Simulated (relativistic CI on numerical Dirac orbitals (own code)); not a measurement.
Hyperfine structure of Zr XII, mass number 91

Method of calculation: Dirac-Coulomb-Breit CI, separate exchange-only KLI orbitals for each configuration, model QED (radiative potential, 1s self-energy scaled to tabulated hydrogen-like ionisation energies), unscaled Slater integrals (own radial code, finite nucleus).

Configuration list (outside the closed core [Ar]): 3d10 4s, 3d10 4p, 3d10 4d, 3d10 4f, 3d10 5s, 3d10 5p, 3d10 5d, 3d9 4s2, 3d10 5f, 3d10 6s, 3d9 4p2, 3d10 5g, 3d10 6p, 3d8 4s 4p2, 3d10 6d, 3d10 6f. Levels of other configurations are missing.

Nuclear spin I = 5/2, μ = -1.3022 μN, Q = -0.176 b (tables of Stone and Pyykkö). The electronic factors are computed for point nuclear moments, without core polarisation or the Bohr-Weisskopf and QED corrections.

| Level | E (cm⁻¹) | A (MHz) | B (MHz) |
| --- | --- | --- | --- |
| 3d10 4s 2S_1/2 | 0 | -37650 |  |
| 3d10 4p 2P°_1/2 | 204842 | -10330 |  |
| 3d10 4p 2P°_3/2 | 226907 | -1791 | -1150 |
| 3d10 4d 2D_3/2 | 554520 | -698.3 | -149 |
| 3d10 4d 2D_5/2 | 557986 | -293.7 | -205 |
| 3d10 5s 2S_1/2 | 862639 | -15290 |  |
| 3d10 4f 2F°_7/2 | 871902 | -38.3 | -27.9 |
| 3d10 4f 2F°_5/2 | 871950 | -69.07 | -24 |

Levels with J = 0, under 50 % of one LS term, or S terms without an open s electron are left out. Small factors come from cancelling terms and can be off by tens of per cent or more.

At this charge energies of transitions that change n are usually good to better than 1 %, and those within a shell (Δn = 0) to a few per cent.

Task: Give the hyperfine levels of 3d10 4s 2S_1/2 relative to its centre of gravity.

Result: With K = F(F + 1) − I(I + 1) − J(J + 1), E = AK/2: F = 2: 65890, F = 3: -47060 MHz.

LS names give the leading component of a level, which can be under half, so a name can repeat, a term be missing and a line seem to break the LS rules.
